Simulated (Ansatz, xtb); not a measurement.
## Two isomers of C2H5FGeSi

Structure I: `C#[C][GeH2][SiH2]F`, a singlet. Structure II: `C#C[SiH2][GeH2][F]`, a singlet. Both are isolated molecules in the gas phase, relaxed with r2SCAN-D4/def2-SVP; the shapes shown needn't be the lowest conformers.

I (Å):

```csv
atom,x (Å),y (Å),z (Å)
C,-2.3484,-2.9859,-0.6356
C,-1.5009,-2.1080,-0.6491
F,-1.9845,1.2955,1.3073
Ge,-0.2169,-0.7111,-0.5912
Si,-0.5471,0.5302,1.4117
H,-3.0924,-3.7629,-0.6334
H,1.1850,-1.3408,-0.6204
H,-0.3980,0.1668,-1.8372
H,-0.5755,-0.3715,2.5979
H,0.5168,1.5619,1.5837
```

II (Å):

```yaml
atoms:
  - { symbol: C, position_ang: [-1.0053, -2.5579, 2.0781] }
  - { symbol: C, position_ang: [-1.6829, -1.6291, 1.6662] }
  - { symbol: F, position_ang: [-1.0159, -0.0448, -1.9165] }
  - { symbol: Ge, position_ang: [-1.2463, 0.9893, -0.5192] }
  - { symbol: Si, position_ang: [-2.6337, -0.2189, 0.9998] }
  - { symbol: H, position_ang: [-0.4146, -3.3798, 2.4429] }
  - { symbol: H, position_ang: [-3.0402, 0.6930, 2.1114] }
  - { symbol: H, position_ang: [-3.8519, -0.7032, 0.2889] }
  - { symbol: H, position_ang: [-1.8972, 2.2766, -1.0570] }
  - { symbol: H, position_ang: [0.1604, 1.2802, 0.0294] }
```

Problem. Which of the two would you expect CCSD(T)/def2-SVP + ΔMP2/def2-TZVPP electronic energies to favour?

Solution. Structure I; the calculation gives E(II) − E(I) = +12.9 kcal/mol.

Level by level:

```tsv
level	geometry	E(II) − E(I) (kcal/mol)	departure from the last row (kcal/mol)	job, with rough time for the two
GFN2-xTB	GFN2-xTB	+8.7	−4.2	optimisation, 0.17 s
HF/STO-3G	GFN2-xTB	+13.1	+0.3	single point, 0.42 s
r2SCAN-D4/def2-SVP//GFN2-xTB	GFN2-xTB	+9.0	−3.9	single point, 2.9 s
r2SCAN-D4/def2-SVP	r2SCAN-D4/def2-SVP	+8.8	−4.1	optimisation, 43 s
HF/def2-SVP	r2SCAN-D4/def2-SVP	+9.4	−3.4	part of the CCSD(T) run
MP2/def2-SVP	r2SCAN-D4/def2-SVP	+10.1	−2.8	part of the CCSD(T) run
CCSD(T)/def2-SVP	r2SCAN-D4/def2-SVP	+9.6	−3.3	single point
CCSD(T)/def2-SVP + ΔMP2/def2-TZVPP	r2SCAN-D4/def2-SVP	+12.9		single point, 32 s
```

As drawn, II has 1 C–Si, 1 F–Ge in place of 1 C–Ge, 1 F–Si.

None of the levels shown reverses the order. The largest departure from CCSD(T)/def2-SVP + ΔMP2/def2-TZVPP is that of GFN2-xTB, 4.2 kcal/mol. The last row adds to CCSD(T) the change of the MP2 difference between the two basis sets, here +3.3 kcal/mol, a large step that makes the value less sure.

With thermal terms from frequencies at re-optimised GFN2-xTB minima (ideal gas, soft modes damped towards free rotors, one conformer each, 298.15 K, 1 atm): the zero-point term adds −1.2 kcal/mol; ΔH is +11.9 and ΔG +11.7 kcal/mol.

The correlated steps freeze 17 core orbitals; the filled d shell of Ge is correlated, in a basis made for valence electrons. Codes used: Ansatz 0.2.0, xtb 6.7.1; the last row on 2 threads of Intel(R) Xeon(R) 6975P-C (Granite Rapids) on a shared host.
